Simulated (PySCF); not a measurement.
C3H7BN2, SMILES C1B(NCC=1)N. Geometry: PBE-D3(BJ)/def2-SVP. This is a generated structure with no PubChem entry under its InChIKey; it may be hypothetical. One conformer was computed; it need not be the lowest.

Computed equilibrium geometry at PBE-D3(BJ)/def2-SVP (PySCF confirms it by a frequency run) as a Z-matrix, and its point group (one conformer of several):
point group Cs.
```
B
N 1 1.4203
H 2 1.0169 1 122.07
H 2 1.0180 3 113.60 1 180.00
N 1 1.4357 2 126.70 3 180.00
H 5 1.0174 1 129.30 2 0.00
C 5 1.4478 6 118.99 1 180.00
H 7 1.1190 5 112.95 6 -59.82
H 7 1.1190 8 105.51 5 -123.84
C 7 1.5067 8 110.56 9 -119.55
C 10 1.3565 7 112.25 8 -121.77
H 11 1.1013 10 122.59 7 180.00
H 10 1.1027 11 127.01 12 0.00
```
Charge 0, spin multiplicity 1.
